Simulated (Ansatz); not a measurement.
Ansatz (a quantum-chemistry and plane-wave program) input (B3LYP/6-31G* with LANL2DZ past Ar): The .json file joins the Basis Set Exchange's 6-31G* for atoms up to Ar and LANL2DZ past it.

Ansatz 0.2 input:
```yaml
crystal:
  periodic: [false, false, false]
  atoms:
    - {symbol: Ge, position_ang: [1.50577210, -0.09163851, 0.04658154]}
    - {symbol: C, position_ang: [-0.42750683, 0.15566377, -0.03967474]}
    - {symbol: C, position_ang: [-1.20643185, 1.26134583, -0.27967439]}
    - {symbol: C, position_ang: [-2.54176828, 0.78473808, -0.20716947]}
    - {symbol: C, position_ang: [-2.53517558, -0.54025091, 0.06326868]}
    - {symbol: O, position_ang: [-1.22927977, -0.94832599, 0.17070606]}
    - {symbol: H, position_ang: [1.98014877, -1.10197079, -1.02052088]}
    - {symbol: H, position_ang: [1.93457704, -0.59994296, 1.44023323]}
    - {symbol: H, position_ang: [2.14800404, 1.28514353, -0.22240725]}
    - {symbol: H, position_ang: [-0.85947495, 2.26531741, -0.47807302]}
    - {symbol: H, position_ang: [-3.28842855, -1.29848774, 0.20400966]}
basis:
  gaussian:
    orbitals: 6-31Gs+LANL2DZ.json
hamiltonian:
  xc: {name: B3LYP}
magnetization: {spin_polarized: true, initial_magnetization: 1}
phonons: {temperatures: {t_min: 298.15, t_max: 298.15, t_step: 100}}
```

Output:

```
Functional definition: B3LYP
integrals: 0.05 GiB planned
1113 factors; integrals over basis functions are off by at most 3.7e-4 eV
mean field: 0.58 GiB planned
mean field evaluation 1: about -6371.1587 eV, gradient 2.8e1 eV
mean field evaluation 2: about -6370.6452 eV, gradient 3.0e1 eV
mean field evaluation 4: about -6374.9617 eV, gradient 2.3e0 eV
mean field evaluation 8: about -6375.0225 eV, gradient 9.6e-2 eV
mean field evaluation 16: about -6375.0228 eV, gradient 7.9e-4 eV
mean field -6375.02281360 eV, -234.2777672542 hartree, gradient 5.7e-5 eV, S^2 0.757154; 0 other end points of the search recorded, 0 dependent functions left out
the calculation of the forces begins
reference -6375.02306444 eV, -234.2777764724 hartree; 21, 20 occupied and 72, 73 virtual orbitals, 1113 factors
these checks for a lower state are left out or cut short: stability, starts, cluster_reference, orbital_swaps, neighbouring_geometries, increment
integrals: 0.05 GiB planned
1113 factors; integrals over basis functions are off by at most 3.7e-4 eV
mean field: 0.58 GiB planned
mean field -6375.02272654 eV, -234.2777640546 hartree, gradient 2.3e-6 eV, S^2 0.757154; 0 other end points of the search recorded, 0 dependent functions left out
the calculation of the forces begins
reference -6375.02297734 eV, -234.2777732713 hartree; 21, 20 occupied and 72, 73 virtual orbitals, 1113 factors
these checks for a lower state are left out or cut short: stability, starts, cluster_reference, orbital_swaps, neighbouring_geometries, increment
integrals: 0.05 GiB planned
1113 factors; integrals over basis functions are off by at most 3.7e-4 eV
mean field: 0.58 GiB planned
mean field evaluation 32: about -6374.9889 eV, gradient 2.3e-1 eV
mean field -6375.02272730 eV, -234.2777640827 hartree, gradient 2.5e-6 eV, S^2 0.757155; 0 other end points of the search recorded, 0 dependent functions left out
the calculation of the forces begins
reference -6375.02297818 eV, -234.2777733023 hartree; 21, 20 occupied and 72, 73 virtual orbitals, 1113 factors
these checks for a lower state are left out or cut short: stability, starts, cluster_reference, orbital_swaps, neighbouring_geometries, increment
integrals: 0.05 GiB planned
1113 factors; integrals over basis functions are off by at most 3.7e-4 eV
mean field: 0.58 GiB planned
mean field -6375.02273126 eV, -234.2777642281 hartree, gradient 1.0e-6 eV, S^2 0.757155; 0 other end points of the search recorded, 0 dependent functions left out
the calculation of the forces begins
reference -6375.02298214 eV, -234.2777734480 hartree; 21, 20 occupied and 72, 73 virtual orbitals, 1113 factors
these checks for a lower state are left out or cut short: stability, starts, cluster_reference, orbital_swaps, neighbouring_geometries, increment
integrals: 0.05 GiB planned
1113 factors; integrals over basis functions are off by at most 3.7e-4 eV
mean field: 0.58 GiB planned
mean field -6375.02273601 eV, -234.2777644029 hartree, gradient 3.0e-6 eV, S^2 0.757154; 0 other end points of the search recorded, 0 dependent functions left out
the calculation of the forces begins
reference -6375.02298680 eV, -234.2777736193 hartree; 21, 20 occupied and 72, 73 virtual orbitals, 1113 factors
these checks for a lower state are left out or cut short: stability, starts, cluster_reference, orbital_swaps, neighbouring_geometries, increment
integrals: 0.05 GiB planned
1113 factors; integrals over basis functions are off by at most 3.7e-4 eV
mean field: 0.58 GiB planned
mean field -6375.02265626 eV, -234.2777614722 hartree, gradient 2.6e-6 eV, S^2 0.757168; 0 other end points of the search recorded, 0 dependent functions left out
the calculation of the forces begins
reference -6375.02290712 eV, -234.2777706910 hartree; 21, 20 occupied and 72, 73 virtual orbitals, 1113 factors
these checks for a lower state are left out or cut short: stability, starts, cluster_reference, orbital_swaps, neighbouring_geometries, increment
integrals: 0.05 GiB planned
1113 factors; integrals over basis functions are off by at most 3.7e-4 eV
mean field: 0.58 GiB planned
mean field evaluation 64: about -6375.0227 eV, gradient 1.3e-6 eV
mean field -6375.02265079 eV, -234.2777612709 hartree, gradient 1.3e-6 eV, S^2 0.757141; 0 other end points of the search recorded, 0 dependent functions left out
the calculation of the forces begins
reference -6375.02290161 eV, -234.2777704884 hartree; 21, 20 occupied and 72, 73 virtual orbitals, 1113 factors
these checks for a lower state are left out or cut short: stability, starts, cluster_reference, orbital_swaps, neighbouring_geometries, increment
integrals: 0.05 GiB planned
1113 factors; integrals over basis functions are off by at most 3.7e-4 eV
mean field: 0.58 GiB planned
[...]
integrals: 0.05 GiB planned
1113 factors; integrals over basis functions are off by at most 3.7e-4 eV
mean field: 0.58 GiB planned
mean field -6375.02277130 eV, -234.2777656998 hartree, gradient 2.7e-6 eV, S^2 0.757154; 0 other end points of the search recorded, 0 dependent functions left out
the calculation of the forces begins
reference -6375.02302216 eV, -234.2777749186 hartree; 21, 20 occupied and 72, 73 virtual orbitals, 1113 factors
these checks for a lower state are left out or cut short: stability, starts, cluster_reference, orbital_swaps, neighbouring_geometries, increment
integrals: 0.05 GiB planned
1113 factors; integrals over basis functions are off by at most 3.7e-4 eV
mean field: 0.58 GiB planned
mean field evaluation 224: about -6374.9889 eV, gradient 1.8e-1 eV
mean field -6375.02276915 eV, -234.2777656205 hartree, gradient 2.9e-6 eV, S^2 0.757154; 0 other end points of the search recorded, 0 dependent functions left out
the calculation of the forces begins
reference -6375.02301997 eV, -234.2777748380 hartree; 21, 20 occupied and 72, 73 virtual orbitals, 1113 factors
these checks for a lower state are left out or cut short: stability, starts, cluster_reference, orbital_swaps, neighbouring_geometries, increment
integrals: 0.05 GiB planned
1113 factors; integrals over basis functions are off by at most 3.7e-4 eV
mean field: 0.58 GiB planned
mean field -6375.02280457 eV, -234.2777669224 hartree, gradient 1.0e-6 eV, S^2 0.757155; 0 other end points of the search recorded, 0 dependent functions left out
the calculation of the forces begins
reference -6375.02305542 eV, -234.2777761408 hartree; 21, 20 occupied and 72, 73 virtual orbitals, 1113 factors
these checks for a lower state are left out or cut short: stability, starts, cluster_reference, orbital_swaps, neighbouring_geometries, increment
integrals: 0.05 GiB planned
1113 factors; integrals over basis functions are off by at most 3.7e-4 eV
mean field: 0.58 GiB planned
mean field -6375.02280357 eV, -234.2777668857 hartree, gradient 1.0e-6 eV, S^2 0.757154; 0 other end points of the search recorded, 0 dependent functions left out
the calculation of the forces begins
reference -6375.02305441 eV, -234.2777761036 hartree; 21, 20 occupied and 72, 73 virtual orbitals, 1113 factors
these checks for a lower state are left out or cut short: stability, starts, cluster_reference, orbital_swaps, neighbouring_geometries, increment
integrals: 0.05 GiB planned
1113 factors; integrals over basis functions are off by at most 3.8e-4 eV
mean field: 0.58 GiB planned
mean field -6375.02270992 eV, -234.2777634439 hartree, gradient 1.8e-6 eV, S^2 0.757155; 0 other end points of the search recorded, 0 dependent functions left out
the calculation of the forces begins
reference -6375.02296075 eV, -234.2777726617 hartree; 21, 20 occupied and 72, 73 virtual orbitals, 1113 factors
these checks for a lower state are left out or cut short: stability, starts, cluster_reference, orbital_swaps, neighbouring_geometries, increment
integrals: 0.05 GiB planned
1113 factors; integrals over basis functions are off by at most 3.7e-4 eV
mean field: 0.58 GiB planned
mean field evaluation 256: about -6375.0227 eV, gradient 1.9e-6 eV
mean field -6375.02270829 eV, -234.2777633842 hartree, gradient 1.9e-6 eV, S^2 0.757154; 0 other end points of the search recorded, 0 dependent functions left out
the calculation of the forces begins
reference -6375.02295914 eV, -234.2777726027 hartree; 21, 20 occupied and 72, 73 virtual orbitals, 1113 factors
these checks for a lower state are left out or cut short: stability, starts, cluster_reference, orbital_swaps, neighbouring_geometries, increment
integrals: 0.05 GiB planned
1113 factors; integrals over basis functions are off by at most 3.7e-4 eV
mean field: 0.58 GiB planned
mean field -6375.02279685 eV, -234.2777666387 hartree, gradient 1.7e-6 eV, S^2 0.757155; 0 other end points of the search recorded, 0 dependent functions left out
the calculation of the forces begins
reference -6375.02304770 eV, -234.2777758570 hartree; 21, 20 occupied and 72, 73 virtual orbitals, 1113 factors
these checks for a lower state are left out or cut short: stability, starts, cluster_reference, orbital_swaps, neighbouring_geometries, increment
integrals: 0.05 GiB planned
1113 factors; integrals over basis functions are off by at most 3.7e-4 eV
mean field: 0.58 GiB planned
mean field -6375.02279880 eV, -234.2777667102 hartree, gradient 1.8e-6 eV, S^2 0.757154; 0 other end points of the search recorded, 0 dependent functions left out
the calculation of the forces begins
reference -6375.02304964 eV, -234.2777759283 hartree; 21, 20 occupied and 72, 73 virtual orbitals, 1113 factors
these checks for a lower state are left out or cut short: stability, starts, cluster_reference, orbital_swaps, neighbouring_geometries, increment
integrals: 0.05 GiB planned
1113 factors; integrals over basis functions are off by at most 3.7e-4 eV
mean field: 0.58 GiB planned
mean field -6375.02274515 eV, -234.2777647387 hartree, gradient 2.3e-6 eV, S^2 0.757154; 0 other end points of the search recorded, 0 dependent functions left out
the calculation of the forces begins
reference -6375.02299596 eV, -234.2777739558 hartree; 21, 20 occupied and 72, 73 virtual orbitals, 1113 factors
these checks for a lower state are left out or cut short: stability, starts, cluster_reference, orbital_swaps, neighbouring_geometries, increment
integrals: 0.05 GiB planned
1113 factors; integrals over basis functions are off by at most 3.7e-4 eV
mean field: 0.58 GiB planned
mean field -6375.02274580 eV, -234.2777647626 hartree, gradient 1.8e-6 eV, S^2 0.757155; 0 other end points of the search recorded, 0 dependent functions left out
the calculation of the forces begins
reference -6375.02299667 eV, -234.2777739819 hartree; 21, 20 occupied and 72, 73 virtual orbitals, 1113 factors
these checks for a lower state are left out or cut short: stability, starts, cluster_reference, orbital_swaps, neighbouring_geometries, increment
integrals: 0.05 GiB planned
1113 factors; integrals over basis functions are off by at most 3.7e-4 eV
mean field: 0.58 GiB planned
mean field evaluation 288: about -6375.0228 eV, gradient 1.9e-6 eV
mean field -6375.02277838 eV, -234.2777659599 hartree, gradient 1.9e-6 eV, S^2 0.757155; 0 other end points of the search recorded, 0 dependent functions left out
the calculation of the forces begins
reference -6375.02302922 eV, -234.2777751782 hartree; 21, 20 occupied and 72, 73 virtual orbitals, 1113 factors
these checks for a lower state are left out or cut short: stability, starts, cluster_reference, orbital_swaps, neighbouring_geometries, increment
integrals: 0.05 GiB planned
1113 factors; integrals over basis functions are off by at most 3.7e-4 eV
mean field: 0.58 GiB planned
mean field -6375.02277790 eV, -234.2777659420 hartree, gradient 2.3e-6 eV, S^2 0.757154; 0 other end points of the search recorded, 0 dependent functions left out
the calculation of the forces begins
reference -6375.02302873 eV, -234.2777751601 hartree; 21, 20 occupied and 72, 73 virtual orbitals, 1113 factors
Total energy: -6375.02306444 eV, -234.2777764724 hartree
Atom 0 at     1.505772    -0.091639     0.046582 Å, force    -0.001333    -0.000103    -0.000004 eV/Å
Atom 1 at    -0.427507     0.155664    -0.039675 Å, force     0.001120     0.001113    -0.000206 eV/Å
Atom 2 at    -1.206432     1.261346    -0.279674 Å, force     0.000827    -0.001360     0.000293 eV/Å
Atom 3 at    -2.541768     0.784738    -0.207169 Å, force    -0.000429     0.000304    -0.000070 eV/Å
Atom 4 at    -2.535176    -0.540251     0.063269 Å, force     0.000298     0.000445    -0.000085 eV/Å
Atom 5 at    -1.229280    -0.948326     0.170706 Å, force    -0.000333    -0.000564     0.000109 eV/Å
Atom 6 at     1.980149    -1.101971    -1.020521 Å, force    -0.000017    -0.000158    -0.000077 eV/Å
Atom 7 at     1.934577    -0.599943     1.440233 Å, force    -0.000021    -0.000115     0.000132 eV/Å
Atom 8 at     2.148004     1.285144    -0.222407 Å, force     0.000289     0.000374    -0.000071 eV/Å
Atom 9 at    -0.859475     2.265317    -0.478073 Å, force    -0.000530     0.000138    -0.000038 eV/Å
Atom 10 at    -3.288429    -1.298488     0.204010 Å, force     0.000128    -0.000073     0.000017 eV/Å
Dipole moment:     0.024652     0.046300    -0.008989 e Å
Vibrations: 83.94 158.18 184.10 326.04 546.14 555.66 579.94 664.45 750.32 814.57 839.24 876.82 876.83 893.25 904.04 1062.42 1093.97 1156.19 1220.47 1351.70 1475.20 1559.36 2101.44 2106.54 2118.47 3279.37 3315.91 cm⁻¹, zero-point energy 1.915219 eV
```

The blocks after the first are displaced geometries, from whose forces the wavenumbers follow.
